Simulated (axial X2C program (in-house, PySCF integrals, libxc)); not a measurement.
**Spin–orbit effects down a group: molecules with S (ions), HF**

Calculated with an in-house all-electron X2C program for linear molecules (integrals from PySCF), spin-free (one-electron X2C) or two-component (2c: spin–orbit coupling with atomic mean-field Coulomb and Gaunt terms, which also bring small scalar terms), in Dyall basis sets with cores contracted in-house; open shells are unrestricted.

Basis sets: As dyall-acv3z, N dyall-av3z, P dyall-av3z, S dyall-av3z.

| molecule | spin-free state | Re (Å) | ωe (cm⁻¹) | De (eV) | 2c state | Re 2c (Å) | ωe 2c (cm⁻¹) | De 2c (eV) |
| --- | --- | --- | --- | --- | --- | --- | --- | --- |
| SN⁻ | M_S = 1, Λ = 0 | 1.613 | 883.5 | 1.40 | Ω = 1 | 1.613 | 883.2 | 1.37 |
| PS⁻ | M_S = 1, Λ = 0 | 2.005 | 625.6 | 2.17 | Ω = 1 | 2.006 | 625.4 | 2.14 |
| AsS⁻ | M_S = 1, Λ = 0 | 2.119 | 488.2 | 1.79 | Ω = 1 | 2.120 | 487.6 | 1.76 |

Q: Work out the shifts from the spin-free to the two-component result.

A: 

| molecule | 2c state | ΔRe (Å) | Δωe (cm⁻¹) | ΔDe (eV) |
| --- | --- | --- | --- | --- |
| SN⁻ | Ω = 1 | 0.000 | -0.3 | -0.03 |
| PS⁻ | Ω = 1 | 0.001 | -0.2 | -0.03 |
| AsS⁻ | Ω = 1 | 0.001 | -0.6 | -0.03 |

Shifts of one unit in the last digit are rounding.

Fragments in 2c: S- + N, S- + P, As + S-. Each entry is the lowest single determinant of a limited PBE0 search at one distance. De goes to single-determinant-based atoms at the same level (for ions the charge split of lowest energy) and is withheld (n/a) where an atom does not fit its ground term or J level. Main or longest-lived isotopes. One determinant is a doubtful description, or other states lie close, for SN⁻, PS⁻, AsS⁻; these need not be ground states, and all values refer to the states named. Some open-shell Ω = 0 determinants are out of reach, so the Ω given for SN⁻, PS⁻, AsS⁻ need not be the lowest component. With several unpaired electrons the Ω given is that of one determinant, not necessarily of the lowest component.
